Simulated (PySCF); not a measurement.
HO4Re, charge +1, doublet, at a GFN2-xTB geometry of the parent state (such geometries of metal compounds can be far from the true shape) (the multiplicity is a formal guess) (core potentials on Re); DF-CAMB3LYP/def2-SVP (PySCF).

Here is a job for PySCF.
```python
from pyscf import gto, scf, dft

mol = gto.Mole()
mol.atom = '''
    Re    0.03578640   -0.02883254   -0.10313258
    O     1.12264555    0.96699777   -0.91313413
    O     0.63725458   -0.43904940    1.52962609
    O    -0.61885758   -1.38001878   -0.86127528
    O    -1.33372315    1.01112209    0.97258712
    H    -1.14253492    0.89002731    1.91251316
'''
mol.basis = 'def2-svp'
mol.ecp = {'Re': 'def2-svp'}
mol.charge = 1
mol.spin = 1
mol.verbose = 5
mol.build()

mf = dft.ROKS(mol)
mf.xc = 'camb3lyp'
mf = mf.density_fit(auxbasis='def2-universal-jkfit')
mf.kernel()
```

Question: Write the output that PySCF gives for this input, abridged.

Answer: 
```
PySCF version 2.14.0

[INPUT] verbose = 5
[INPUT] max_memory = 4000
[INPUT] num. atoms = 6
[INPUT] num. electrons = 47
[INPUT] charge = 1
[INPUT] spin (= nelec alpha-beta = 2S) = 1
[INPUT] symmetry False subgroup None
[INPUT] Mole.unit = angstrom
[INPUT] Symbol           X                Y                Z      unit          X                Y                Z       unit  Magmom
[...]
[INPUT] ---------------- BASIS SET ----------------
[INPUT] l, kappa, [nprim/nctr], expnt,             c_1 c_2 ...
[INPUT] O
[...]
                                340.87010191      -0.03989003923
                                77.363135167      -0.17853911985
                                21.47964494       -0.46427684959
                                6.6589433124      -0.44309745172
[...]
                                3.863550544       0.23094120765
                                1.0480920883      0.51375311064
[...]
[INPUT] Re
[...]
                                12.324075         1.9371421121
[...]
                                6.350206          -0.76096056536
                                1.3311713455      0.53252276765
                                0.62659600547     0.5148304504
[...]
                                1.8487943286      0.18067495215
                                0.78702048429     0.45160766937
                                0.32069843172     0.432612362657
[...]
[INPUT] H
[...]
                                1.9622572         0.13796524
                                0.44453796        0.47831935
[...]
nuclear repulsion = 224.729231463934
number of shells = 39
number of NR pGTOs = 160
number of NR cGTOs = 93
basis = def2-svp
ecp = {'Re': 'def2-svp'}

******** <class 'pyscf.df.df_jk.DFROKS'> ********
method = DFROKS
initial guess = minao
damping factor = 0
level_shift factor = 0
DIIS = <class 'pyscf.scf.diis.CDIIS'>
diis_start_cycle = 1
diis_space = 8
diis_damp = 0
SCF conv_tol = 1e-09
SCF conv_tol_grad = None
SCF max_cycles = 50
direct_scf = False
num. doubly occ = 23  num. singly occ = 1
XC library pyscf.dft.libxc version 7.1.2
    S. Lehtola, C. Steigemann, M. J. T. Oliveira, and M. A. L. Marques,  SoftwareX 7, 1–5 (2018)
XC functionals = camb3lyp
    T. Yanai, D. P. Tew, and N. C. Handy,  Chem. Phys. Lett. 393, 51 (2004)
radial grids:
    Treutler-Ahlrichs [JCP 102, 346 (1995); DOI:10.1063/1.469408] (M4) radial grids

becke partition: Becke, JCP 88, 2547 (1988); DOI:10.1063/1.454033
pruning grids: <function nwchem_prune>
grids dens level: 3
symmetrized grids: False
atomic radii adjust function: <function treutler_atomic_radii_adjust>
small_rho_cutoff = 0
Set gradient conv threshold to 3.16228e-05
Density of valence part of ANO basis will be used as initial guess for Re
atom Re rad-grids = 100, ang-grids = [ 50  50  50  50  50  50  50  50  50  50  50  50  50  50  50  50  50  50
  50  50  50  50  50  50  50  50  50  50  86  86  86  86  86  86  86  86
  86  86  86  86  86  86  86  86 350 350 350 350 350 350 350 350 350 350
 350 434 434 434 434 434 434 434 434 434 434 434 434 434 434 434 434 434
 434 434 434 434 434 434 350 350 350 350 350 350 350 350 350 350 350 350
 350 350 350 350 350 350 350 350 350 350]
atom O rad-grids = 75, ang-grids = [ 50  50  50  50  50  50  50  50  50  50  50  50  50  50  50  50  50  50
  50  50  50  50  50  86  86  86  86  86  86  86  86  86 266 266 266 266
 266 266 266 302 302 302 302 302 302 302 302 302 302 302 302 302 302 302
 302 302 302 302 302 266 266 266 266 266 266 266 266 266 266 266 266 266
 266 266 266]
atom H rad-grids = 50, ang-grids = [ 50  50  50  50  50  50  50  50  50  50  50  50  50  50  50  86  86  86
  86 266 266 266 266 266 302 302 302 302 302 302 302 302 302 302 302 302
 302 266 266 266 266 266 266 266 266 266 266 266 266 266]
tot_boxes 2197, boxes in each direction [11 11 11]
Padding 4 grids
tot grids = 90448
nelec by numeric integration = [23.51352895 23.51352895]
******** <class 'pyscf.df.df.DF'> ********
auxbasis = def2-universal-jkfit
[...]
  1-occ =         -0.603422267394379 | -0.730835703345172 | -0.476008377215014
  Roothaan mo_energy =
[-1.95844900e+01 -1.95518515e+01 -1.95517217e+01 -1.95241471e+01
 -3.75548292e+00 -2.31318125e+00 -2.31016928e+00 -2.29744755e+00
 -1.34595532e+00 -1.32121532e+00 -1.31548880e+00 -1.29415577e+00
 -8.52268034e-01 -8.32582241e-01 -8.30591273e-01 -8.10368700e-01
 -8.02242324e-01 -7.74211745e-01 -7.10654082e-01 -6.97361123e-01
 -6.89022251e-01 -6.81881388e-01 -6.64914065e-01 -6.03422267e-01
 -3.98456927e-01 -3.34975410e-01 -3.01335482e-01 -2.50051593e-01
 -2.27180020e-01 -1.58179044e-01 -1.06948926e-01 -9.16624172e-02
 -7.24610976e-02 -2.21481403e-02  4.70382478e-02  1.14770710e-01
  1.20960074e-01  1.47032678e-01  1.59079588e-01  2.08445243e-01
  4.26977607e-01  4.83293950e-01  5.48911080e-01  5.51465138e-01
  7.25528333e-01  7.31955652e-01  7.44548885e-01  7.56910573e-01
  7.66520272e-01  7.82867421e-01  8.01207154e-01  8.49671057e-01
  8.52633904e-01  8.68292657e-01  8.84525870e-01  9.19151219e-01
  9.46199678e-01  9.92795145e-01  1.00684760e+00  1.02674002e+00
  1.07197409e+00  1.10128268e+00  1.11245332e+00  1.21145967e+00
  1.23215551e+00  1.26870223e+00  1.28585263e+00  1.37474389e+00
  1.37535728e+00  1.56083301e+00  2.02758902e+00  2.35417671e+00
  2.36681650e+00  2.37130536e+00  2.40351272e+00  2.41263691e+00
  2.42061074e+00  2.46926407e+00  2.50115027e+00  2.50328633e+00
  2.52530371e+00  2.64548193e+00  2.65728698e+00  2.70394714e+00
  2.75258613e+00  2.78652927e+00  2.79734978e+00  2.92971612e+00
  3.04804986e+00  3.15522294e+00  3.50275279e+00  6.41811530e+01
  5.03688668e+02]
nelec by numeric integration = [24.0000041  23.00000382]
E1 = -980.5386116087562  E2 = 376.8068568408361  Ecoul = 419.2382059149672  Exc = -42.43134907413111
cycle= 28 E= -379.002523303986  delta_E= -7.88e-10  |g|= 2.19e-05  |ddm|= 7.22e-05
[...]
                  Roothaan           | alpha              | beta
  Highest 2-occ = -0.664913878923287 | -0.667435578098806 | -0.662392179535328
  Lowest 0-occ =  -0.398457467480068 | -0.411403767385178 | -0.385511690034622
  1-occ =         -0.603422563716745 | -0.730840017270457 |  -0.47600488160915
  Roothaan mo_energy =
[-1.95844908e+01 -1.95518576e+01 -1.95517134e+01 -1.95241467e+01
 -3.75548321e+00 -2.31318144e+00 -2.31016957e+00 -2.29744786e+00
 -1.34595534e+00 -1.32121506e+00 -1.31548911e+00 -1.29415527e+00
 -8.52267939e-01 -8.32582219e-01 -8.30591299e-01 -8.10368510e-01
 -8.02242229e-01 -7.74211608e-01 -7.10653842e-01 -6.97361350e-01
 -6.89021893e-01 -6.81880901e-01 -6.64913879e-01 -6.03422564e-01
 -3.98457467e-01 -3.34975398e-01 -3.01335554e-01 -2.50051644e-01
 -2.27179956e-01 -1.58179031e-01 -1.06949019e-01 -9.16624471e-02
 -7.24610635e-02 -2.21481461e-02  4.70382407e-02  1.14770625e-01
  1.20959970e-01  1.47032610e-01  1.59079589e-01  2.08445262e-01
  4.26977510e-01  4.83293795e-01  5.48910943e-01  5.51465051e-01
  7.25528463e-01  7.31955630e-01  7.44548827e-01  7.56910660e-01
  7.66520125e-01  7.82867479e-01  8.01207442e-01  8.49671000e-01
  8.52633742e-01  8.68292689e-01  8.84525901e-01  9.19151197e-01
  9.46199844e-01  9.92795271e-01  1.00684751e+00  1.02674032e+00
  1.07197392e+00  1.10128273e+00  1.11245312e+00  1.21145972e+00
  1.23215529e+00  1.26870227e+00  1.28585260e+00  1.37474394e+00
  1.37535739e+00  1.56083301e+00  2.02758905e+00  2.35417628e+00
  2.36681690e+00  2.37130493e+00  2.40351309e+00  2.41263736e+00
  2.42061104e+00  2.46926422e+00  2.50115010e+00  2.50328653e+00
  2.52530355e+00  2.64548208e+00  2.65728722e+00  2.70394742e+00
  2.75258627e+00  2.78652958e+00  2.79734991e+00  2.92971590e+00
  3.04805027e+00  3.15522312e+00  3.50275290e+00  6.41811527e+01
  5.03688667e+02]
nelec by numeric integration = [24.0000041  23.00000382]
E1 = -980.5386139835174  E2 = 376.8068592138337  Ecoul = 419.23820813972276  Exc = -42.431348925889026
Extra cycle  E= -379.00252330575  delta_E= -1.76e-09  |g|= 3.6e-05  |ddm|= 9.65e-05
converged SCF energy = -379.00252330575
```
